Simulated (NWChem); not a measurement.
System: AlNH3Cl2 cation, singlet

Input file for NWChem:

```
start job
memory heap 200 mb stack 900 mb global 1100 mb
charge 1
geometry units angstroms noautoz
  Al    -0.028633    -0.000058     0.002428
  Cl     0.726286    -1.902905     0.003159
  Cl     0.702685     1.912076     0.004343
  N     -2.015632    -0.016797    -0.004851
  H     -2.401418    -0.205192    -0.939803
  H     -2.418511     0.879588     0.296569
  H     -2.404564    -0.745422     0.607654
end
basis spherical
  * library def2-tzvp
end
dft
  xc b3lyp
  iterations 150
  mulliken
end
task dft energy
```

Low-valent species are run as closed-shell singlets; no triplet was tried in these runs. The geometry was optimised at B3LYP/6-31G* (spherical d).

Task: Give the results of this calculation. (B3LYP/def2-TZVP.) Quantities: energy (Ha); highest occupied level (eV); orbital gap (eV).

Result: 
```json
{
  "energy (Ha)": "-1219.42",
  "highest occupied level (eV)": "-13.90",
  "orbital gap (eV)": "7.28"
}
```
